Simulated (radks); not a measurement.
These are the eigenvalues of the occupied orbitals of an atom or ion with whole-number occupations (hartree). All-electron calculation, Dirac Kohn-Sham, BLYP, spin-unpolarised, spherical densities, finite nucleus; Fermi nuclear charge, rms radius of each element as measured or else 0.836 A^(1/3) + 0.57 fm. Program: a radial shooting solver on a logarithmic mesh with Libxc functionals.

| orbital | eigenvalue |
|---|---|
| 1s1/2 | -2476.830 |
| 2s1/2 | -429.5050 |
| 2p1/2 | -410.7920 |
| 2p3/2 | -364.1063 |
| 3s1/2 | -102.3398 |
| 3p1/2 | -94.00402 |
| 3p3/2 | -83.95417 |
| 3d3/2 | -69.84300 |
| 3d5/2 | -67.65427 |
| 4s1/2 | -24.83138 |
| 4p1/2 | -21.38660 |
| 4p3/2 | -19.04423 |
| 4d3/2 | -13.36768 |
| 4d5/2 | -12.93264 |
| 5s1/2 | -7.04857 |
| 5p1/2 | -5.94182 |
| 4f5/2 | -5.82170 |
| 4f7/2 | -5.74055 |
| 5p3/2 | -5.51763 |

Which element is it, and in what charge state? The configuration may be excited.

Answer. Z = 73, tantalum, charge +8: Ta8+ in [Kr] 4d10 4f(5/2: 5, 7/2: 7) 5s2 5p(1/2: 2, 3/2: 3). The list shows which subshells hold electrons but not how many an open one holds; the 1s level, -2476.8 hartree, gives Z - s = 70.4 by -(Z - s)^2/2, which with screening and relativity narrows Z to a few neighbours, and the depths of the outer levels then fix element, charge and occupations together.
